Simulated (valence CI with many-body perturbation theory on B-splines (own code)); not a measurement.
E1 transitions of Zn16+

Computed by configuration interaction combined with many-body perturbation theory (CI+MBPT): four valence electrons over a frozen Dirac-Fock core [Ne], radial functions for each j: 11 s, 11 p, 9 d, 7 f, 5 g, 2 h, 1 i, with the one-electron correlation potential Σ1 (screened to all orders), the two-electron term Σ2, the three-electron term Σ3, Breit, model QED; selected single and double excitations, second order for the rest (own B-spline code, finite nucleus).

No measured spectrum was set against this ion. As an estimate, levels of excited configurations hold to 0.05 to 0.15 % of their energy, terms of the ground configuration to about 0.5 %.

Lines 1 to 50 of 216 in falling wavelength, among levels below 1070000 cm⁻¹, chosen from the strongest by gf and those to the six lowest levels. Wavelengths and rates use the calculated energies, so an error of 200 cm⁻¹ moves a line at 461.7 Å by 0.092 % and its rate by three times that or more. Electric multipoles are in the length gauge, E1 and E2 with the static RPA response of the core. Weak lines are less certain than strong ones. Lines between different terms over intervals too small for the method are left out, as are lines whose strength nearly cancels. Where a level lies close to another of its J and parity, the split of strength between their lines is uncertain. The highest levels of a list are the least certain.

Names give the largest LS component (configuration and term), which can be under half, so a name can repeat, a term be missing and a line seem to break the LS rules; names also repeat where a configuration has a term twice. Letters in brackets count levels of one name in rising energy.

| λ vac (Å) | Upper | Lower | A (s⁻¹) | S (a.u.) with core polarisation | S without |
| --- | --- | --- | --- | --- | --- |
| 461.7 | 3s.3p3 5S°_2 | 3s2.3p2 1D_2 | 2.12e+06 | 5.16e-04 | 5.33e-04 |
| 402.8 | 3p4 3P_2 | 3s.3p3 3S°_1 | 7.54e+08 | 1.22e-01 | 1.26e-01 |
| 401.8 | 3p4 1D_2 | 3s.3p3 1P°_1 | 5.84e+08 | 9.35e-02 | 9.68e-02 |
| 399.1 | 3s.3p3 3D°_1 | 3s2.3p2 1S_0 | 9.03e+06 | 8.50e-04 | 8.81e-04 |
| 396.1 | 3s.3p2.3d 3F_4 [a] | 3s2.3p.3d 3D°_3 | 1.83e+08 | 5.05e-02 | 5.23e-02 |
| 384.0 | 3s.3p3 5S°_2 | 3s2.3p2 3P_2 | 3.58e+07 | 5.00e-03 | 5.17e-03 |
| 361.9 | 3p4 3P_1 | 3s.3p3 3S°_1 | 9.43e+08 | 6.62e-02 | 6.85e-02 |
| 361.9 | 3s.3p3 5S°_2 | 3s2.3p2 3P_1 | 3.10e+07 | 3.62e-03 | 3.75e-03 |
| 357.6 | 3s.3p2.3d 1G_4 | 3s2.3p.3d 1F°_3 | 4.89e+08 | 9.93e-02 | 1.03e-01 |
| 328.0 | 3s.3p3 3D°_1 | 3s2.3p2 1D_2 | 1.04e+08 | 5.44e-03 | 5.63e-03 |
| 327.2 | 3s.3p3 3D°_2 | 3s2.3p2 1D_2 | 2.54e+07 | 2.19e-03 | 2.28e-03 |
| 322.3 | 3s.3p3 3P°_1 | 3s2.3p2 1S_0 | 7.80e+07 | 3.87e-03 | 4.00e-03 |
| 318.4 | 3s.3p3 3D°_3 | 3s2.3p2 1D_2 | 3.63e+08 | 4.04e-02 | 4.19e-02 |
| 309.7 | 3s.3p2.3d 3F_4 [a] | 3s2.3p.3d 3F°_4 | 4.05e+08 | 5.34e-02 | 5.53e-02 |
| 305.3 | 3s.3p2.3d 3D_3 [a] | 3s2.3p.3d 3D°_2 | 3.82e+08 | 3.76e-02 | 3.89e-02 |
| 303.6 | 3s.3p2.3d 3F_3 [a] | 3s2.3p.3d 3F°_3 | 6.35e+08 | 6.14e-02 | 6.35e-02 |
| 302.3 | 3s.3p2.3d 3D_3 [a] | 3s2.3p.3d 3D°_3 | 7.07e+08 | 6.75e-02 | 6.98e-02 |
| 300.1 | 3s.3p2.3d 3F_2 [a] | 3s2.3p.3d 3F°_2 | 8.08e+08 | 5.39e-02 | 5.57e-02 |
| 291.4 | 3p4 1S_0 | 3s.3p3 1P°_1 | 8.30e+09 | 1.01e-01 | 1.05e-01 |
| 290.0 | 3p4 3P_2 | 3s.3p3 3P°_2 | 1.03e+09 | 6.19e-02 | 6.41e-02 |
| 288.0 | 3p4 1D_2 | 3s.3p3 1D°_2 | 5.61e+09 | 3.31e-01 | 3.42e-01 |
| 286.8 | 3s.3p3 3D°_1 | 3s2.3p2 3P_2 | 5.12e+07 | 1.79e-03 | 1.85e-03 |
| 286.1 | 3s.3p3 3D°_2 | 3s2.3p2 3P_2 | 1.11e+06 | 6.43e-05 | 6.69e-05 |
| 281.2 | 3s.3p2.3d 1F_3 | 3s2.3p.3d 1D°_2 | 1.12e+09 | 8.62e-02 | 8.92e-02 |
| 279.4 | 3s.3p3 3D°_3 | 3s2.3p2 3P_2 | 1.80e+09 | 1.35e-01 | 1.40e-01 |
| 274.3 | 3s.3p3 3P°_1 | 3s2.3p2 1D_2 | 9.69e+07 | 2.96e-03 | 3.06e-03 |
| 274.3 | 3s.3p3 3D°_1 | 3s2.3p2 3P_1 | 2.86e+08 | 8.73e-03 | 9.03e-03 |
| 273.7 | 3s.3p3 3D°_2 | 3s2.3p2 3P_1 | 2.62e+09 | 1.33e-01 | 1.37e-01 |
| 273.1 | 3s.3p3 3P°_2 | 3s2.3p2 1D_2 | 4.51e+07 | 2.27e-03 | 2.34e-03 |
| 268.2 | 3p4 3P_1 | 3s.3p3 3P°_2 | 2.02e+09 | 5.78e-02 | 5.98e-02 |
| 267.6 | 3s.3p2.3d 3D_2 [b] | 3s2.3p.3d 3P°_1 | 1.06e+09 | 4.99e-02 | 5.17e-02 |
| 261.7 | 3s.3p2.3d 1F_3 | 3s2.3p.3d 3P°_2 | 2.28e+09 | 1.41e-01 | 1.46e-01 |
| 261.3 | 3s.3p2.3d 1P_1 | 3s2.3p.3d 1D°_2 | 2.03e+09 | 5.37e-02 | 5.56e-02 |
| 260.3 | 3s.3p2.3d 3D_3 [b] | 3s2.3p.3d 3D°_2 | 1.34e+09 | 8.14e-02 | 8.42e-02 |
| 259.3 | 3p4 1S_0 | 3s.3p3 3S°_1 | 4.69e+09 | 4.04e-02 | 4.18e-02 |
| 258.0 | 3s.3p3 3D°_1 | 3s2.3p2 3P_0 | 2.79e+09 | 7.08e-02 | 7.33e-02 |
| 257.8 | 3p4 1D_2 | 3s.3p3 3P°_2 | 7.92e+08 | 3.35e-02 | 3.46e-02 |
| 257.2 | 3s.3p2.3d 3P_2 [b] | 3s2.3p.3d 3D°_3 | 1.19e+09 | 5.00e-02 | 5.16e-02 |
| 254.3 | 3s.3p2.3d 3D_1 [b] | 3s2.3p.3d 3D°_1 | 1.45e+09 | 3.54e-02 | 3.66e-02 |
| 252.0 | 3p4 3P_2 | 3s.3p3 3D°_3 | 7.06e+09 | 2.79e-01 | 2.88e-01 |
| 251.8 | 3s.3p2.3d 3P_2 [a] | 3s.3p3 3S°_1 | 9.67e+08 | 3.81e-02 | 3.94e-02 |
| 250.9 | 3s.3p2.3d 3G_5 | 3s2.3p.3d 3F°_4 | 9.69e+09 | 8.31e-01 | 8.58e-01 |
| 250.8 | 3s.3p2.3d 3D_3 [b] | 3s2.3p.3d 1D°_2 | 1.82e+09 | 9.94e-02 | 1.03e-01 |
| 249.6 | 3s.3p2.3d 3F_3 [b] | 3s2.3p.3d 3P°_2 | 8.95e+08 | 4.80e-02 | 4.97e-02 |
| 248.8 | 3s.3p2.3d 3P_0 [b] | 3s2.3p.3d 3D°_1 | 4.48e+09 | 3.41e-02 | 3.52e-02 |
| 248.6 | 3s.3p2.3d 3D_1 [c] | 3s2.3p.3d 3P°_1 | 1.49e+09 | 3.40e-02 | 3.51e-02 |
| 246.7 | 3p4 3P_2 | 3s.3p3 3D°_2 | 2.29e+09 | 8.50e-02 | 8.79e-02 |
| 245.8 | 3s.3p3 1D°_2 | 3s2.3p2 1D_2 | 7.21e+09 | 2.64e-01 | 2.73e-01 |
| 244.8 | 3s.3p3 3P°_1 | 3s2.3p2 3P_2 | 9.03e+08 | 1.96e-02 | 2.03e-02 |
| 244.8 | 3s.3p3 3S°_1 | 3s2.3p2 1S_0 | 7.73e+08 | 1.68e-02 | 1.74e-02 |
